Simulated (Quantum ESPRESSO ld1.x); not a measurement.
The numbers below are computed, except where a source is named.
Task: Neutral tin, configuration [Kr] 4d10 5s2 5p2 (the NIST ground configuration). Code: ld1.x of Quantum ESPRESSO 7.5. Model: Dirac Kohn-Sham, BLYP, spin-unpolarised, spherical densities, point nucleus; open shells are shared between the two j in proportion to 2j + 1. Some entries of the table are withheld. Estimate them.

orbital,occ.,eigenvalue (eV),<r> (bohr)
1s1/2,2,-28999.558,0.02905
2s1/2,2,-4376.473,0.1251
2p1/2,2,-4088.289,0.1058
2p3/2,4,-3857.536,0.1112
3s1/2,2,-844.178,0.3392
3p1/2,2,-727.122,0.3299
3p3/2,4,-684.997,0.3412
3d3/2,4,-478.022,(1)
3d5/2,6,-469.325,(2)
4s1/2,2,-133.551,0.8183
4p1/2,2,-94.625,0.8654
4p3/2,4,-87.023,0.8954
4d3/2,4,-26.217,1.092
4d5/2,6,-25.174,1.107
5s1/2,2,(3),2.392
5p1/2,0.666667,-3.898,3.155
5p3/2,1.33333,-3.451,3.321

Result: 
(1) 3d3/2 <r> (bohr): 0.3126
(2) 3d5/2 <r> (bohr): 0.3161
(3) 5s1/2 eigenvalue (eV): -10.461
